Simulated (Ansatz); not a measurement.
Cage-BeO: binding per atom (eV) at several levels, gas phase, relaxed structures; Ansatz. Binding counts from free atoms in the multiplicity of their measured ground term, without zero-point energy. A dash marks a value that wasn't run or was left out as unsound. The structures are stationary points that may keep the symmetry of their start. Correlated methods freeze inner cores and use unrestricted references for open shells.

```csv
species,state,geometry,HF/STO-3G,HF/6-31G,PBE-D4/def2-TZVP,r2SCAN-D4/def2-TZVP,B3LYP-D4/6-31G,MP2/def2-SVP
"(BeO)8 cage of four- and six-membered rings, n = 8, cage 1",singlet,PBE0-D4/def2-SVP,4.25,3.68,5.44,5.40,5.13,5.08
"(BeO)9 cage of four- and six-membered rings, n = 9, cage 1",singlet,PBE-D4/def2-SVP,4.35,3.76,5.50,5.47,5.22,5.17
"(BeO)10 cage of four- and six-membered rings, n = 10, cage 1",singlet,PBE-D4/def2-SVP,4.20,3.64,5.41,5.37,5.11,5.06
"(BeO)10 cage of four- and six-membered rings, n = 10, cage 2",singlet,PBE-D4/def2-SVP,4.33,3.75,5.50,5.46,5.21,5.16
"(BeO)11 cage of four- and six-membered rings, n = 11, cage 1",singlet,r2SCAN-D4/def2-SVP,–,3.87,5.58,5.55,5.32,5.26
```
